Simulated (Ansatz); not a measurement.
Isolated molecules relaxed with PBE0-D4/def2-TZVP in Ansatz; ΔE leaves out vibrations. CCSD(T)/CBS is the MP2 limit (def2-TZVPP, def2-QZVPP) plus CCSD(T) − MP2 in def2-TZVPP, frozen cores. This one scheme is used for every species. DFT in def2-TZVPP. Elements past krypton have def2 core potentials. For Se, Te outer-core shells are correlated without core-valence functions, which leaves a few kJ/mol of doubt a bond. Scalar relativity is left out up to krypton.

Reaction (ligand exchange at a Te–C bond): `[Se]=C[TeH]` + PH₃ → `P[TeH]` + `C=[Se]`

`[Se]=C[TeH]`:

```xyz
5

Se   -0.637   -2.147    0.521
C    -0.391   -0.456    0.119
Te    1.446    0.439   -0.148
H    -1.231    0.222   -0.013
H     0.813    1.941   -0.478
```

PH₃:

Z-matrix (Å, degrees):
```
P
H 1 1.420
H 1 1.420 2 93.1
H 1 1.420 2 93.1 3 93.3
```

`P[TeH]`:

Z-matrix (Å, degrees):
```
P
Te 1 2.468
H 1 1.419 2 96.1
H 1 1.419 2 96.1 3 -93.8
H 2 1.658 1 91.5 3 -133.4
```

`C=[Se]`:

Cartesian coordinates in Å:
```
C -0.130 0.051 0.050
Se 1.393 -0.549 -0.539
H -0.384 1.108 0.009
H -0.879 -0.610 0.479
```

**Question.** Is it downhill or uphill in electronic energy at CCSD(T)/CBS, and by how much? (Best estimate.)

**Answer.** Computed: Downhill: ΔE = -0.38 eV.

**Question.** What do these levels give: revPBE-D4, r2SCAN0-D4, ωB97M-V, PBE-QIDH, BLYP, r2SCAN, LC-ωPBE, CCSD(T)/def2-SVP, HF/def2-TZVPP, MP2/def2-TZVPP, MP2/def2-QZVPP, MP2/CBS(def2)? (An estimate is asked.)

**Answer.** Computed: revPBE-D4 -0.25, r2SCAN0-D4 -0.35, ωB97M-V -0.41, PBE-QIDH -0.36, BLYP -0.26, r2SCAN -0.26, LC-ωPBE -0.43, CCSD(T)/def2-SVP -0.38, HF/def2-TZVPP -0.55, MP2/def2-TZVPP -0.28, MP2/def2-QZVPP -0.30, MP2/CBS(def2) -0.31 eV.

**Question.** What do rigid-rotor, harmonic-oscillator terms from PBE0-D4/def2-TZVP frequencies (298.15 K, 1 bar) make of the CCSD(T)/CBS value? (Best estimate.)

**Answer.** The calculation gave: ΔZPE = +0.07 eV, ΔH = -0.32 eV, ΔS = 11 J/(mol·K), ΔG = -0.35 eV.

Largest T1 diagnostic among the species: 0.015.

Leaving LDA and LC-ωPBE aside and taking each functional with its dispersion term where it has one, the values, not all of them listed here, spread over 0.18 eV, from ωB97M-V to BLYP-D4. LDA lies +0.07 eV from PBE without D4. From PBE to PBE0 (25 % exact exchange), in def2-TZVPP and without D4, ΔE moves by −0.10 eV. In def2-TZVPP, CCSD(T) changes the Hartree–Fock value by +0.21 eV (the triples alone add +0.05 eV) and MP2 by +0.27 eV.
